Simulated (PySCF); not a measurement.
Gas-phase reaction: Ge₂O₂ + 4 H₂O + 2 O = 2 Ge(OH)₄

Energies from PySCF, thermal terms from the rigid-rotor harmonic-oscillator model, ideal gas at 1 bar. † marks an energy on the PBE0/def2-TZVP geometry and frequencies; other levels use their own. CCSD(T) freezes the core. Open shells (unrestricted): O (multiplicity 3); the rest are closed-shell singlets. Spin-orbit splitting is ignored; it lowers the true energy and changes the entropy of O. Ge: all electrons, no relativistic terms. Ge₂O₂, Ge(OH)₄: computed as isolated molecules; such fragments, hydroxides, amides, oligomers or adducts are transient or little studied in the gas. CCSD(T) isn't extrapolated to the basis-set limit.

M06-2X/def2-TZVP† gives ΔH°(298 K) = -1377 kJ.

Question: What do PBE0/def2-TZVP, CCSD(T)/def2-SVP†, PBE0/def2-SVP† give?

Answer: PBE0/def2-TZVP: -1267 kJ; CCSD(T)/def2-SVP†: -1210 kJ; PBE0/def2-SVP†: -1292 kJ. For scale, ΔH°(298 K) is -1377 kJ at this level, -1280 kJ at ωB97M-V/def2-TZVP†, and runs from -1840 to -807 kJ over the 20 levels computed.
